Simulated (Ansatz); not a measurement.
Born–Oppenheimer molecular dynamics of C$_{3}$H$_{11}$NSSi (17 atoms, charge 0, multiplicity 1). It starts from a relaxed structure.

The calculation used RKS PBE0-D4/STO-3G in Ansatz.

| Quantity | Value |
| --- | --- |
| ensemble | NVE (velocity Verlet) |
| time step | 0.5 fs |
| steps asked | 290 |
| starting velocities drawn for | 500 K |
| seed | 672855 |

Frames 0.5 fs apart, positions in Å, forces in eV/Å.

Velocities at 110.0 fs (Å/ps):

```
C -1.63 0.06 2.64
C -4.92 5.06 6.23
S 0.95 -2.38 0.20
Si 1.04 1.07 -1.36
C -6.62 -6.07 -0.73
N 1.35 1.05 0.68
H 26.19 -4.56 -33.90
H -8.44 0.71 -3.54
H 4.13 16.52 -8.86
H 36.01 -14.15 -16.11
H 16.02 -0.92 5.18
H -0.62 15.16 -12.82
H -6.60 27.37 5.51
H -2.25 -9.76 17.60
H 9.83 17.57 -19.08
H 3.75 -1.04 0.28
H 0.89 -4.13 -8.95
```

```xyz
17
Properties=species:S:1:pos:R:3:forces:R:3 time_fs=110.0 energy_less_start_eV=0.485 T=252
C -0.285 -2.231 -1.185 1.14 0.52 -2.32
C 0.960 -1.373 -0.825 1.10 0.03 -1.70
S 1.129 -0.731 0.839 -0.21 0.04 0.81
Si -0.423 0.753 0.825 -0.57 -0.56 0.83
C -0.019 2.016 -0.441 -1.47 1.55 -1.49
N -0.440 1.622 2.377 -0.23 -0.58 -0.21
H -1.186 -1.680 -1.056 -1.34 0.65 0.62
H -0.280 -2.484 -2.289 0.34 0.12 1.27
H -0.300 -3.144 -0.624 -0.17 -0.86 0.66
H 1.851 -2.021 -1.009 -0.42 0.31 0.26
H 1.099 -0.526 -1.557 -0.50 -0.82 0.40
H -1.757 0.083 0.776 0.88 0.62 -0.34
H -0.874 2.767 -0.647 1.39 -1.86 -0.05
H 0.794 2.661 -0.128 0.54 -0.01 0.46
H 0.342 1.494 -1.345 -0.57 0.66 -0.09
H 0.505 2.055 2.545 -0.04 -0.24 0.08
H -0.483 0.807 3.038 0.14 0.43 0.80
17
Properties=species:S:1:pos:R:3:forces:R:3 time_fs=110.5 energy_less_start_eV=0.577 T=206
C -0.285 -2.231 -1.184 1.70 0.57 -2.73
C 0.958 -1.371 -0.822 1.80 -0.52 -1.94
S 1.130 -0.733 0.839 -0.23 0.09 0.90
Si -0.423 0.753 0.824 -0.57 -0.59 0.83
C -0.023 2.013 -0.441 -1.33 1.88 -1.63
N -0.439 1.622 2.378 -0.21 -0.55 -0.26
H -1.175 -1.682 -1.073 -1.92 0.98 0.79
H -0.283 -2.484 -2.289 0.42 0.09 1.31
H -0.298 -3.136 -0.628 -0.22 -1.19 0.88
H 1.869 -2.027 -1.017 -1.07 0.72 0.44
H 1.106 -0.528 -1.554 -0.57 -0.74 0.36
H -1.756 0.091 0.770 0.82 0.56 -0.31
H -0.875 2.778 -0.645 1.51 -2.03 -0.02
H 0.793 2.656 -0.119 0.43 -0.09 0.39
H 0.346 1.503 -1.355 -0.65 0.68 0.07
H 0.507 2.054 2.546 -0.06 -0.25 0.08
H -0.482 0.805 3.034 0.15 0.40 0.84
17
Properties=species:S:1:pos:R:3:forces:R:3 time_fs=111.0 energy_less_start_eV=0.643 T=173
C -0.286 -2.230 -1.183 2.02 0.63 -2.88
C 0.956 -1.368 -0.819 2.33 -1.01 -2.10
S 1.131 -0.734 0.839 -0.25 0.13 0.97
Si -0.422 0.754 0.823 -0.52 -0.60 0.82
C -0.026 2.010 -0.442 -1.05 2.11 -1.67
N -0.438 1.623 2.378 -0.20 -0.53 -0.29
H -1.168 -1.681 -1.087 -2.27 1.16 0.91
H -0.286 -2.483 -2.286 0.50 0.05 1.22
H -0.296 -3.132 -0.629 -0.27 -1.37 1.01
H 1.883 -2.032 -1.023 -1.56 1.02 0.59
H 1.113 -0.531 -1.550 -0.62 -0.60 0.26
H -1.753 0.101 0.762 0.73 0.48 -0.29
H -0.873 2.784 -0.642 1.50 -2.08 -0.01
H 0.794 2.651 -0.108 0.28 -0.19 0.30
H 0.349 1.514 -1.364 -0.71 0.67 0.21
H 0.508 2.053 2.546 -0.07 -0.26 0.08
H -0.481 0.805 3.033 0.14 0.38 0.86
17
Properties=species:S:1:pos:R:3:forces:R:3 time_fs=111.5 energy_less_start_eV=0.659 T=165
C -0.286 -2.230 -1.183 2.04 0.69 -2.74
C 0.954 -1.366 -0.817 2.68 -1.42 -2.16
S 1.131 -0.735 0.840 -0.27 0.17 1.03
Si -0.422 0.754 0.823 -0.41 -0.60 0.80
C -0.030 2.008 -0.443 -0.66 2.25 -1.63
N -0.438 1.623 2.378 -0.19 -0.52 -0.29
H -1.166 -1.677 -1.099 -2.31 1.17 0.98
H -0.288 -2.482 -2.280 0.57 -0.02 1.02
H -0.296 -3.131 -0.629 -0.31 -1.35 1.03
H 1.895 -2.035 -1.028 -1.90 1.21 0.70
H 1.117 -0.535 -1.546 -0.64 -0.41 0.13
H -1.749 0.111 0.754 0.58 0.37 -0.26
H -0.868 2.786 -0.639 1.37 -2.00 -0.02
H 0.795 2.645 -0.097 0.11 -0.29 0.20
H 0.350 1.527 -1.373 -0.74 0.63 0.31
H 0.510 2.051 2.547 -0.06 -0.24 0.07
H -0.480 0.805 3.033 0.13 0.37 0.84
17
Properties=species:S:1:pos:R:3:forces:R:3 time_fs=112.0 energy_less_start_eV=0.624 T=182
C -0.285 -2.230 -1.184 1.77 0.78 -2.32
C 0.953 -1.364 -0.815 2.86 -1.76 -2.13
S 1.131 -0.736 0.840 -0.30 0.21 1.07
Si -0.422 0.755 0.822 -0.27 -0.57 0.77
C -0.034 2.007 -0.445 -0.17 2.27 -1.50
N -0.437 1.623 2.378 -0.19 -0.54 -0.27
H -1.170 -1.671 -1.109 -2.04 0.98 0.99
H -0.288 -2.481 -2.272 0.62 -0.11 0.70
H -0.296 -3.133 -0.625 -0.34 -1.15 0.93
H 1.901 -2.034 -1.032 -2.07 1.29 0.77
H 1.120 -0.541 -1.541 -0.65 -0.18 -0.03
H -1.743 0.123 0.745 0.40 0.25 -0.24
H -0.859 2.783 -0.637 1.11 -1.79 -0.05
H 0.796 2.639 -0.086 -0.06 -0.38 0.08
H 0.349 1.541 -1.381 -0.73 0.55 0.36
H 0.511 2.048 2.547 -0.04 -0.22 0.06
H -0.478 0.806 3.036 0.11 0.38 0.80
17
Properties=species:S:1:pos:R:3:forces:R:3 time_fs=112.5 energy_less_start_eV=0.555 T=217
C -0.284 -2.229 -1.185 1.25 0.86 -1.69
C 0.953 -1.362 -0.814 2.87 -2.02 -2.03
S 1.132 -0.737 0.840 -0.32 0.24 1.11
Si -0.421 0.755 0.822 -0.09 -0.53 0.74
C -0.038 2.005 -0.447 0.40 2.15 -1.29
N -0.437 1.623 2.378 -0.18 -0.57 -0.22
H -1.179 -1.662 -1.116 -1.53 0.65 0.98
H -0.287 -2.481 -2.262 0.65 -0.21 0.29
H -0.297 -3.138 -0.620 -0.36 -0.81 0.73
H 1.903 -2.031 -1.034 -2.10 1.27 0.81
H 1.121 -0.547 -1.536 -0.64 0.07 -0.21
H -1.736 0.135 0.736 0.18 0.12 -0.22
H -0.847 2.776 -0.634 0.71 -1.43 -0.10
H 0.798 2.632 -0.074 -0.21 -0.45 -0.04
H 0.346 1.557 -1.389 -0.70 0.45 0.37
H 0.512 2.045 2.548 -0.02 -0.19 0.05
H -0.477 0.808 3.040 0.09 0.39 0.73
17
Properties=species:S:1:pos:R:3:forces:R:3 time_fs=113.0 energy_less_start_eV=0.481 T=254
C -0.283 -2.228 -1.187 0.60 0.94 -0.91
C 0.953 -1.361 -0.813 2.72 -2.16 -1.87
S 1.132 -0.738 0.841 -0.35 0.28 1.12
Si -0.421 0.755 0.822 0.11 -0.48 0.70
C -0.043 2.005 -0.449 1.03 1.87 -1.00
N -0.436 1.623 2.378 -0.18 -0.61 -0.14
H -1.192 -1.651 -1.121 -0.88 0.24 0.93
H -0.284 -2.481 -2.252 0.67 -0.32 -0.17
H -0.298 -3.145 -0.612 -0.37 -0.37 0.47
H 1.900 -2.024 -1.034 -1.99 1.16 0.80
H 1.121 -0.553 -1.532 -0.61 0.32 -0.40
H -1.729 0.148 0.726 -0.05 -0.02 -0.20
H -0.834 2.765 -0.632 0.20 -0.94 -0.17
H 0.798 2.623 -0.063 -0.33 -0.49 -0.16
H 0.342 1.574 -1.395 -0.64 0.31 0.33
H 0.514 2.041 2.550 0.01 -0.15 0.03
H -0.474 0.811 3.046 0.06 0.42 0.64
17
Properties=species:S:1:pos:R:3:forces:R:3 time_fs=113.5 energy_less_start_eV=0.429 T=280
C -0.282 -2.227 -1.188 -0.07 0.99 -0.08
C 0.954 -1.361 -0.812 2.42 -2.18 -1.67
S 1.132 -0.739 0.842 -0.37 0.31 1.13
Si -0.421 0.755 0.821 0.32 -0.43 0.65
C -0.046 2.004 -0.451 1.70 1.45 -0.66
N -0.436 1.623 2.379 -0.17 -0.65 -0.06
H -1.207 -1.641 -1.124 -0.20 -0.18 0.85
H -0.280 -2.481 -2.241 0.66 -0.42 -0.64
H -0.301 -3.152 -0.604 -0.36 0.10 0.18
H 1.891 -2.015 -1.032 -1.72 0.94 0.75
H 1.120 -0.558 -1.528 -0.58 0.55 -0.56
H -1.722 0.161 0.715 -0.30 -0.16 -0.18
H -0.820 2.751 -0.630 -0.42 -0.33 -0.25
H 0.798 2.614 -0.052 -0.42 -0.48 -0.26
H 0.337 1.591 -1.401 -0.54 0.16 0.25
H 0.515 2.038 2.551 0.04 -0.10 0.00
H -0.472 0.815 3.054 0.02 0.44 0.53
17
Properties=species:S:1:pos:R:3:forces:R:3 time_fs=114.0 energy_less_start_eV=0.415 T=288
C -0.281 -2.226 -1.190 -0.69 1.00 0.70
C 0.955 -1.360 -0.812 1.96 -2.03 -1.46
S 1.133 -0.741 0.842 -0.40 0.34 1.12
Si -0.420 0.756 0.821 0.51 -0.39 0.60
C -0.050 2.004 -0.453 2.36 0.92 -0.28
N -0.435 1.623 2.379 -0.15 -0.68 0.04
H -1.222 -1.630 -1.125 0.44 -0.57 0.76
H -0.274 -2.483 -2.233 0.63 -0.51 -1.05
H -0.304 -3.160 -0.595 -0.34 0.54 -0.10
H 1.879 -2.004 -1.028 -1.30 0.62 0.65
H 1.117 -0.562 -1.526 -0.55 0.72 -0.67
H -1.716 0.173 0.704 -0.53 -0.29 -0.17
H -0.808 2.737 -0.629 -1.10 0.35 -0.33
H 0.798 2.603 -0.041 -0.46 -0.43 -0.35
H 0.330 1.609 -1.406 -0.43 -0.01 0.13
H 0.516 2.033 2.552 0.06 -0.05 -0.02
H -0.470 0.821 3.063 -0.02 0.45 0.42
17
Properties=species:S:1:pos:R:3:forces:R:3 time_fs=114.5 energy_less_start_eV=0.438 T=277
C -0.280 -2.225 -1.191 -1.20 0.98 1.33
C 0.956 -1.360 -0.812 1.34 -1.69 -1.24
S 1.133 -0.742 0.843 -0.43 0.37 1.10
Si -0.420 0.756 0.821 0.68 -0.36 0.54
C -0.053 2.004 -0.456 2.92 0.37 0.10
N -0.435 1.623 2.379 -0.12 -0.70 0.14
H -1.236 -1.621 -1.124 0.97 -0.88 0.66
H -0.266 -2.486 -2.227 0.59 -0.56 -1.34
H -0.309 -3.166 -0.586 -0.31 0.91 -0.34
H 1.864 -1.991 -1.022 -0.72 0.20 0.51
H 1.113 -0.564 -1.526 -0.52 0.82 -0.73
H -1.710 0.184 0.693 -0.72 -0.41 -0.15
H -0.798 2.724 -0.629 -1.75 1.02 -0.39
H 0.795 2.592 -0.031 -0.45 -0.34 -0.42
H 0.322 1.627 -1.411 -0.29 -0.18 -0.01
H 0.518 2.029 2.553 0.08 0.00 -0.06
H -0.468 0.827 3.073 -0.07 0.46 0.30
17
Properties=species:S:1:pos:R:3:forces:R:3 time_fs=115.0 energy_less_start_eV=0.480 T=255
C -0.279 -2.223 -1.192 -1.58 0.90 1.74
C 0.958 -1.361 -0.813 0.58 -1.16 -1.05
S 1.133 -0.743 0.844 -0.45 0.39 1.07
Si -0.419 0.756 0.821 0.79 -0.36 0.49
C -0.055 2.005 -0.458 3.28 -0.10 0.43
N -0.434 1.622 2.379 -0.08 -0.69 0.23
H -1.248 -1.614 -1.121 1.38 -1.11 0.55
H -0.257 -2.490 -2.224 0.53 -0.57 -1.45
H -0.314 -3.170 -0.579 -0.27 1.19 -0.53
H 1.847 -1.977 -1.016 0.01 -0.32 0.33
H 1.107 -0.564 -1.527 -0.49 0.83 -0.71
H -1.707 0.195 0.681 -0.87 -0.50 -0.13
H -0.792 2.714 -0.629 -2.26 1.56 -0.42
H 0.792 2.579 -0.022 -0.39 -0.20 -0.47
H 0.313 1.644 -1.415 -0.16 -0.35 -0.17
H 0.520 2.025 2.554 0.09 0.05 -0.09
H -0.466 0.834 3.084 -0.12 0.44 0.19
17
Properties=species:S:1:pos:R:3:forces:R:3 time_fs=115.5 energy_less_start_eV=0.521 T=235
C -0.279 -2.221 -1.193 -1.81 0.78 1.89
C 0.960 -1.361 -0.814 -0.29 -0.48 -0.88
S 1.133 -0.744 0.845 -0.48 0.41 1.04
Si -0.419 0.756 0.821 0.83 -0.40 0.43
C -0.057 2.005 -0.460 3.33 -0.38 0.65
N -0.434 1.622 2.379 -0.02 -0.66 0.32
H -1.256 -1.610 -1.117 1.65 -1.24 0.43
H -0.247 -2.496 -2.224 0.46 -0.52 -1.37
H -0.319 -3.171 -0.572 -0.22 1.36 -0.66
H 1.830 -1.964 -1.008 0.85 -0.90 0.11
H 1.101 -0.563 -1.530 -0.46 0.75 -0.61
H -1.706 0.204 0.669 -0.95 -0.55 -0.11
H -0.791 2.707 -0.631 -2.50 1.85 -0.39
H 0.788 2.566 -0.015 -0.28 -0.02 -0.49
H 0.304 1.661 -1.421 -0.02 -0.51 -0.32
H 0.521 2.021 2.554 0.09 0.09 -0.12
H -0.464 0.842 3.095 -0.16 0.42 0.09
```

Of the whole run (145 fs, mean temperature of the second half 250 K): The conserved energy stayed within 0.61 meV per atom of its start (net change 0.24 meV per atom), so the integration is sound. The temperature averaged 0.50 of the 500 K drawn at the start: a run that starts near a minimum puts about half its kinetic energy into the potential. A run of 0.14 ps of so small a system gives no equilibrium averages. Limits of this set-up: minimal basis.

Run time: 19 min on 1 thread of Arm Neoverse V2 (shared host), peak memory 0.13 GiB.
